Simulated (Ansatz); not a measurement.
Input for Ansatz (development build ahead of 0.2.0):

```yaml
crystal:
  periodic: [false, false, false]
  atoms:
    - { symbol: Be, position_ang: [0.0, 0.0, 0.0] }
    - { symbol: Al, position_ang: [1.01422, 1.3523, 2.92781] }
basis:
  gaussian: { orbitals: "6-31G" }
magnetization:
  initial_magnetization: 3
hamiltonian:
  xc: hf
correlation:
  method: fci
  frozen_orbitals: { Al: 5, Be: 0 }
```

The input is written out in the form of the current development build from the run's settings.

Results

| Quantity | Value |
| --- | --- |
| Converged | yes |
| Total energy | -256.42100 hartree |
| State | lowest quartet root, of any spatial symmetry |

Caution: another spin multiplicity may lie lower.
